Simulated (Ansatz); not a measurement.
Species: TeBr2, net charge 1, doublet state. 
Geometry from a B3LYP-D3(BJ)/def2-TZVP (Ansatz, a program for electronic structure) optimisation:
```
Te
Br 1 2.4311
Br 1 2.4311 2 102.83
```
Charge +1, spin multiplicity 2.

Basis-set convergence of Hartree-Fock and CCSD(T) correlation energies (hartree) with Ansatz. Cores are frozen in the correlated levels unless marked. Open shells are spin-unrestricted. Spin-orbit coupling is left out. Frozen are the shells of the preceding noble gas and the d and f shells that filled before the atom's block. Past Kr the def2 sets carry scalar-relativistic core potentials.

```json
[
 {"basis": "def2-SVP", "functions": "90", "E(HF)": "-5410.93073", "E(corr, CCSD(T))": "-0.36448"},
 {"basis": "def2-TZVPP", "functions": "146", "E(HF)": "…", "E(corr, CCSD(T))": "…"}
]
```

Problem. Some entries are withheld; supply them.

Solution. 
- def2-TZVPP, E(HF): -5411.58706
- def2-TZVPP, E(corr, CCSD(T)): -0.48732
